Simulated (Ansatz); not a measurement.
Reaction (isomerisation): `F[SiH]1C[SiH2][SiH2]1` → `F[SiH2][SiH]1C[SiH2]1`

Gas-phase electronic energies from Ansatz, PBE0-D4/def2-TZVP geometries. CCSD(T)/CBS is the MP2 limit (def2-TZVPP, def2-QZVPP) plus CCSD(T) − MP2 in def2-TZVPP, frozen cores. DFT in def2-TZVPP. B3LYP here is the variant with VWN-RPA as its local correlation; programs differ in this. One conformer a species, not always the lowest.

`F[SiH]1C[SiH2][SiH2]1`:

Z-matrix (Å, degrees):
```
Si
C 1 1.879
Si 1 2.851 2 41.3
F 1 1.608 2 109.4 3 87.9
Si 1 2.353 2 89.9 3 -23.8
H 1 1.488 2 115.9 3 -151.7
H 2 1.092 1 116.9 3 -125.8
H 2 1.097 1 107.8 3 112.4
H 3 1.488 1 104.6 2 104.7
H 3 1.488 1 145.0 2 -58.1
H 5 1.485 1 121.9 2 138.0
H 5 1.490 1 111.8 2 -88.6
```

`F[SiH2][SiH]1C[SiH2]1`:

Z-matrix (Å, degrees):
```
Si
Si 1 2.314
F 1 1.607 2 112.9
H 1 1.487 2 107.9 3 118.8
H 1 1.485 2 111.4 3 -120.8
Si 2 2.259 1 115.8 3 -141.1
C 2 1.910 1 116.2 3 -81.6
H 2 1.484 1 119.1 3 64.1
H 6 1.481 2 121.1 1 2.4
H 6 1.481 2 121.6 1 -154.1
H 7 1.087 2 117.3 1 10.0
H 7 1.088 2 115.5 1 144.6
```

Task: Is it downhill or uphill in electronic energy at CCSD(T)/CBS, and by how much? (An estimate is asked.)

Result: Computed: Uphill: ΔE = +22.1 kcal/mol.

Task: What do these levels give: PBE-D4, B3LYP-D4, ωB97X-V, B2PLYP, PBE, PBE0, HF/def2-TZVPP, MP2/def2-TZVPP, SCS-MP2/def2-TZVPP, MP2/def2-QZVPP, SCS-MP2/def2-QZVPP, HF/CBS(def2)? (Estimate.)

Result: Ansatz gave: PBE-D4 21.0, B3LYP-D4 21.5, ωB97X-V 22.8, B2PLYP 21.1, PBE 20.3, PBE0 21.8, HF/def2-TZVPP 22.7, MP2/def2-TZVPP 22.0, SCS-MP2/def2-TZVPP 21.8, MP2/def2-QZVPP 22.1, SCS-MP2/def2-QZVPP 21.9, HF/CBS(def2) 22.6 kcal/mol.

Largest T1 diagnostic among the species: 0.013.

In def2-TZVPP, CCSD(T) changes the Hartree–Fock value by −0.8 kcal/mol (the triples alone add −0.3 kcal/mol) and MP2 by −0.8 kcal/mol. The D4 term adds +1.2 kcal/mol with B3LYP and +0.6 kcal/mol with PBE0; it sums over pairs of atoms, weighted by their polarisabilities, and B3LYP, whose exchange is more repulsive, gets the larger term.
